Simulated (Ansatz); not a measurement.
Stepwise reaction of `[Cl][SnH]([Cl])[SeH]` with hydrogen, as a gas-phase model of exchange steps in deposition or etching. ΔE in kJ/mol; ΔG adds harmonic PBE0-D4 terms to CCSD(T)/CBS, at 1 bar.

Calculated with Ansatz (gas phase, PBE0-D4/def2-TZVP geometries, no zero-point term in ΔE). CCSD(T)/CBS is the MP2 limit (def2-TZVPP, def2-QZVPP) plus CCSD(T) − MP2 in def2-TZVPP, frozen cores. This one scheme is used for every species. DFT in def2-TZVPP. B3LYP here is the variant with VWN-RPA as its local correlation; programs differ in this. def2 core potentials past Kr. For Se, Sn outer-core shells are correlated without core-valence functions, which leaves a few kJ/mol of doubt a bond. Scalar relativity is left out up to krypton. Each species was taken in one conformer, which may not be the lowest.

| step | reaction | PBE-D4 | B3LYP-D4 | ωB97M-V | CCSD(T)/CBS | ΔG(500 K) |
| --- | --- | --- | --- | --- | --- | --- |
| 1 | `[Cl][SnH]([Cl])[SeH]` + H₂ → `[Cl][SnH2][SeH]` + HCl | 70.5 | 72.0 | 67.4 | 71.9 | 66.5 |

(1) Give the row of step 2, `[Cl][SnH2][SeH]` + H₂ → `[SeH][SnH3]` + HCl. (An estimate is asked.)

(2) By hand: ΔE of the 2 steps together at CCSD(T)/CBS.

## Answers

(1) The calculation gave: 
| step | reaction | PBE-D4 | B3LYP-D4 | ωB97M-V | CCSD(T)/CBS | ΔG(500 K) |
| --- | --- | --- | --- | --- | --- | --- |
| 2 | `[Cl][SnH2][SeH]` + H₂ → `[SeH][SnH3]` + HCl | 76.3 | 77.7 | 73.6 | 78.6 | 69.8 |

(2) (71.9) + (78.6) = 150.5 kJ/mol, or 75.2 kJ/mol a step.

In ΔE each step is higher than the one before. All are uphill at CCSD(T)/CBS. ΔG lies between 66.5 and 69.8 kJ/mol a step. PBE-D4 differs from CCSD(T)/CBS by -2.3 to -1.4 kJ/mol a step. Isolated molecules leave out the surface, adducts and barriers. Largest T1 diagnostic: 0.011.
